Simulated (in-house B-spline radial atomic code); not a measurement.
# RPA and G0W0 on wB97X: neutral copper

Configuration [Ar] 3d10 4s1, highest spin, mean-field start wB97X. Computed with an all-electron radial atomic-structure program (B-spline basis): all electrons, scalar-relativistic (spin-free one-electron X2C), finite nucleus, each spin shell either full or empty, empty states to l = 9 with an (l + 1/2)⁻⁴ tail; G0W0 by contour deformation at full frequency.

RPA overbinds a lone outer s electron by self-correlation, and G0W0 tends to as well.

Command:
```bash
python run_gw.py task.json out
```
Settings (radii: box in bohr, nucleus in fm):
```
Z                        29
electrons                29
configuration            [Ar] 3d10 4s1
hamiltonian              x2c
method                   wb97x
lmax                     9
rms_radius               3.8823
spin_polarised           True
box_radius               40
intervals                73
ion_configuration        [Ar] 3d10
```

Cost of the run: 11 s on 1 thread of Arm Neoverse N1, with other jobs on the host.

Energies (hartree):

```json
{"term": "mean-field total", "value": "-1654.86656"}
{"term": "Hartree-Fock functional on these orbitals", "value": "-1653.15862"}
{"term": "direct second order", "value": "-2.7031"}
{"term": "second-order exchange", "value": "0.75936"}
{"term": "SOSEX correction", "value": "0.66802"}
```

What is the RPA correlation energy, and what remains with SOSEX?

RPA gives -2.1511 hartree (-2.02 eV per electron); RPA + SOSEX gives -1.4831, and the second-order doubles -1.9437 hartree (no singles). SOSEX takes back 31 % of the RPA value.

Quasi-particle levels (eV):

```csv
level,occupied,mean field,Σx - vxc,Σc,QP weight,G0W0
4s up,yes,-7.380,0.29,?,?,?
4s down,no,-1.268,2.26,-1.79,0.939,-0.794
```

G0W0 = mean field + (Σx - vxc) + Σc, with Σc (partial-wave tail included) taken at the quasi-particle energy. Only the outer levels were computed. Levels of low weight are left out.

Where does G0W0 put 4s up?

At -8.174 eV, with Σc = -1.08 eV and a quasi-particle weight of 0.948. The tabulated removal energy is 7.726 eV (NIST, measured); the calculation leaves out spin-orbit coupling, Breit and QED terms, and what these don't explain is the method's own error.

What does it cost to remove one electron (to [Ar] 3d10) by differences of total energies, each species on its own start (correlation terms add to the Hartree-Fock functional)?

wB97X 7.755 eV, Hartree-Fock functional 6.263 eV, + RPA 7.813 eV, + RPA + SOSEX 7.298 eV, + second order 8.519 eV. Tabulated: 7.726 eV (NIST, measured); the calculation leaves out spin-orbit coupling, Breit and QED terms, and what these don't explain is the method's own error.
